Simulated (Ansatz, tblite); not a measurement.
Cost and result up the ladder for Cu(PF3)H (CuPHF₃) (6 atoms). Charge 0, multiplicity 1. Geometry: PBE0-D4/def2-SVP.

```xyz
6

Cu    0.2868    0.8110   -1.3262
P    -0.1047   -0.3122    0.5064
F     0.5487   -1.7381    0.6814
F    -1.5981   -0.6836    0.8558
F     0.3194    0.3214    1.8881
H     0.5479    1.6015   -2.6054
```

Ansatz on 4 threads of Intel Xeon on a shared host; xTB runs through tblite on one thread. Times are rough, summed over both states, and most runs start from the orbitals of an earlier one. PBE0-D4/def2-TZVP serves as the yardstick here, not as an exact answer. The other state is a triplet.

The xTB rows come from tblite.

xTB has no spin-polarisation term.

| level | functions | wall time | vertical triplet (eV) | difference from PBE0-D4/def2-TZVP (eV) |
| --- | --- | --- | --- | --- |
| GFN2-xTB | 31 | 0.059 s | 4.73 | 1.06 |
| GFN1-xTB | 32 | 0.064 s | 3.88 | 0.22 |
| PBE-D4/def2-TZVP | 181 | 20 s | 3.87 | 0.20 |
| r2SCAN-D4/def2-TZVP (with forces) | 181 | 45 s | 3.66 | 0.00 |
| PBE0-D4/def2-TZVP | 181 | 45 s | 3.66 | 0.00 |
